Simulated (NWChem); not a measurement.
All runs are NWChem calculations. System: GeS, charge 0, spin multiplicity 1, at a geometry optimised with PBE/def2-SVP. The structure started from a generated list of species. Level: LDA (SVWN5)/def2-TZVP.

Input file:

```
start mol
memory heap 200 mb stack 900 mb global 1100 mb
geometry units angstroms nocenter noautoz
  Ge     0.000000     0.000000     0.681111
  S      0.000000     0.000000    -1.362222
  symmetry group C2v
end
basis spherical
  * library def2-tzvp
end
dft
  xc slater vwn_5
  semidirect memsize 60000000 filesize 0
  iterations 100
end
task dft energy
```

NWChem printed:

```
             Northwest Computational Chemistry Package (NWChem) 7.3.0
             --------------------------------------------------------

                                NWChem Input Module
                                -------------------

 Scaling coordinates for geometry "geometry" by  1.889725989
 (inverse scale =  0.529177249)

 Turning off AUTOSYM since
 SYMMETRY directive was detected!

                             Geometry "geometry" -> ""
                             -------------------------

 Output coordinates in angstroms (scale by  1.889725989 to convert to a.u.)

  No.       Tag          Charge          X              Y              Z
 ---- ---------------- ---------- -------------- -------------- --------------
    1 Ge                  32.0000     0.00000000     0.00000000     0.68111100
    2 S                   16.0000     0.00000000     0.00000000    -1.36222200

 Effective nuclear repulsion energy (a.u.)     132.5964742349

            Nuclear Dipole moment (a.u.)
            ----------------------------
        X                 Y               Z
 ---------------- ---------------- ----------------
     0.0000000000     0.0000000000     0.0000000000

      Symmetry information
      --------------------

 Group name             C2v
 Group number             16
 Group order               4
 No. of unique centers     2

      Symmetry unique atoms

     1    2


 Summary of "ao basis" -> "" (spherical)
 ------------------------------------------------------------------------------
       Tag                 Description            Shells   Functions and Types
 ---------------- ------------------------------  ------  ---------------------
 *                         def2-tzvp                  on all atoms

                                 NWChem DFT Module
                                 -----------------

 Summary of "ao basis" -> "ao basis" (spherical)
 ------------------------------------------------------------------------------
       Tag                 Description            Shells   Functions and Types
 ---------------- ------------------------------  ------  ---------------------
 Ge                        def2-tzvp                16       48   6s5p4d1f
 S                         def2-tzvp                13       37   5s5p2d1f

 Summary of "ao basis" -> "ao basis" (spherical)
 ------------------------------------------------------------------------------
       Tag                 Description            Shells   Functions and Types
 ---------------- ------------------------------  ------  ---------------------
 Ge                        def2-tzvp                16       48   6s5p4d1f
 S                         def2-tzvp                13       37   5s5p2d1f

      Symmetry analysis of basis
      --------------------------

        a1         37
        a2          8
        b1         20
        b2         20

            General Information
            -------------------
          SCF calculation type: DFT
          Wavefunction type:  closed shell.
          No. of atoms     :     2
          No. of electrons :    48
           Alpha electrons :    24
            Beta electrons :    24
          Charge           :     0
          Spin multiplicity:     1
          Use of symmetry is: on ; symmetry adaption is: on
          Maximum number of iterations: 100
          AO basis - number of functions:    85
                     number of shells:    29
          Convergence on energy requested:  1.00D-06
          Convergence on density requested:  1.00D-05
[...]
 !! scf_movecs_sym_adapt:   40 vectors were symmetry contaminated

 d= 0,ls=0.0,diis    10  -2470.7370476295 -1.75D-06  5.96D-06  3.56D-07     2.0

 !! scf_movecs_sym_adapt:   42 vectors were symmetry contaminated

  Symmetry fudging

 !! scf_movecs_sym_adapt:   38 vectors were symmetry contaminated

 d= 0,ls=0.0,diis    11  -2470.7370476755 -4.60D-08  8.66D-07  1.62D-08     2.1

         Total DFT energy =    -2470.737047675495
      One electron energy =    -3708.325118423053
           Coulomb energy =     1205.109724319723
    Exchange-Corr. energy =     -100.118127807077
 Nuclear repulsion energy =      132.596474234912

 Numeric. integr. density =       48.000000329783

     Total iterative time =      1.3s

                  Occupations of the irreducible representations
                  ----------------------------------------------

                     irrep           alpha         beta
                     --------     --------     --------
                     a1               13.0         13.0
                     a2                1.0          1.0
                     b1                5.0          5.0
                     b2                5.0          5.0

                       DFT Final Molecular Orbital Analysis
                       ------------------------------------

 Vector   22  Occ=2.000000D+00  E=-2.567576D-01  Symmetry=b1
              MO Center= -7.7D-17, -6.3D-17, -8.7D-01, r^2= 2.1D+00
   Bfn.  Coefficient  Atom+Function         Bfn.  Coefficient  Atom+Function
  ----- ------------  ---------------      ----- ------------  ---------------
    63      0.438476  2 S  px                66      0.288036  2 S  px
    16      0.243300  1 Ge px                60      0.208801  2 S  px
    19      0.197104  1 Ge px                54     -0.174791  2 S  px
    10     -0.111827  1 Ge px                57     -0.075388  2 S  px
    25     -0.047392  1 Ge d  1               7      0.043065  1 Ge px

 Vector   23  Occ=2.000000D+00  E=-2.567576D-01  Symmetry=b2
              MO Center= -1.0D-16,  1.6D-17, -8.7D-01, r^2= 2.1D+00
   Bfn.  Coefficient  Atom+Function         Bfn.  Coefficient  Atom+Function
  ----- ------------  ---------------      ----- ------------  ---------------
    64      0.438476  2 S  py                67      0.288036  2 S  py
    17      0.243300  1 Ge py                61      0.208801  2 S  py
    20      0.197104  1 Ge py                55     -0.174791  2 S  py
    11     -0.111827  1 Ge py                58     -0.075388  2 S  py
    23      0.047392  1 Ge d -1               8      0.043065  1 Ge py

 Vector   24  Occ=2.000000D+00  E=-2.561673D-01  Symmetry=a1
              MO Center= -3.2D-15, -4.0D-15, -1.5D-01, r^2= 3.4D+00
   Bfn.  Coefficient  Atom+Function         Bfn.  Coefficient  Atom+Function
  ----- ------------  ---------------      ----- ------------  ---------------
     6      0.421946  1 Ge s                 65     -0.383410  2 S  pz
    18      0.351371  1 Ge pz                68     -0.269975  2 S  pz
     5      0.201038  1 Ge s                 62     -0.191142  2 S  pz
    21      0.177618  1 Ge pz                12     -0.168210  1 Ge pz
    56      0.157089  2 S  pz                 4     -0.105114  1 Ge s

 Vector   25  Occ=0.000000D+00  E=-1.229274D-01  Symmetry=b2
              MO Center=  8.8D-18,  5.2D-17,  2.5D-01, r^2= 3.4D+00
   Bfn.  Coefficient  Atom+Function         Bfn.  Coefficient  Atom+Function
  ----- ------------  ---------------      ----- ------------  ---------------
    20      0.612768  1 Ge py                17      0.463739  1 Ge py
    67     -0.323018  2 S  py                64     -0.272528  2 S  py
    11     -0.204524  1 Ge py                61     -0.142734  2 S  py
    55      0.109624  2 S  py                 8      0.078037  1 Ge py
    58      0.048230  2 S  py                75      0.040675  2 S  d -1

 Vector   26  Occ=0.000000D+00  E=-1.229274D-01  Symmetry=b1
              MO Center= -8.6D-17, -2.5D-17,  2.5D-01, r^2= 3.4D+00
   Bfn.  Coefficient  Atom+Function         Bfn.  Coefficient  Atom+Function
  ----- ------------  ---------------      ----- ------------  ---------------
    19      0.612768  1 Ge px                16      0.463739  1 Ge px
    66     -0.323018  2 S  px                63     -0.272528  2 S  px
    10     -0.204524  1 Ge px                60     -0.142734  2 S  px
    54      0.109624  2 S  px                 7      0.078037  1 Ge px
    57      0.048230  2 S  px                77     -0.040675  2 S  d  1

 Vector   27  Occ=0.000000D+00  E= 9.824350D-03  Symmetry=a1
              MO Center= -6.0D-15, -6.9D-15,  2.5D-01, r^2= 5.3D+00
   Bfn.  Coefficient  Atom+Function         Bfn.  Coefficient  Atom+Function
  ----- ------------  ---------------      ----- ------------  ---------------
    21      1.295065  1 Ge pz                53      1.088893  2 S  s
     6     -0.957420  1 Ge s                 68      0.840681  2 S  pz
    18      0.307809  1 Ge pz                65      0.284100  2 S  pz
     5     -0.172390  1 Ge s                 52      0.168179  2 S  s
    51     -0.165333  2 S  s                 12     -0.120642  1 Ge pz

 center of mass
 --------------
 x =   0.00000000 y =   0.00000000 z =   0.12127703

 moments of inertia (a.u.)
 ------------------
         332.773408499771           0.000000000000           0.000000000000
           0.000000000000         332.773408499771           0.000000000000
           0.000000000000           0.000000000000           0.000000000000

     Multipole analysis of the density
     ---------------------------------

     L   x y z        total         alpha         beta         nuclear
     -   - - -        -----         -----         ----         -------
     0   0 0 0     -0.000000    -24.000000    -24.000000     48.000000

     1   1 0 0      0.000000      0.000000      0.000000      0.000000
     1   0 1 0      0.000000      0.000000      0.000000      0.000000
     1   0 0 1      0.803822      0.401911      0.401911      0.000000

     2   2 0 0    -21.830153    -10.915076    -10.915076      0.000000
     2   1 1 0     -0.000000     -0.000000     -0.000000      0.000000
     2   1 0 1      0.000000      0.000000      0.000000      0.000000
     2   0 2 0    -21.830153    -10.915076    -10.915076      0.000000
     2   0 1 1      0.000000      0.000000      0.000000      0.000000
     2   0 0 2    -23.153385    -91.096386    -91.096386    159.039387

 Task  times  cpu:        2.1s     wall:        2.1s

 Total times  cpu:        2.1s     wall:        2.1s
```
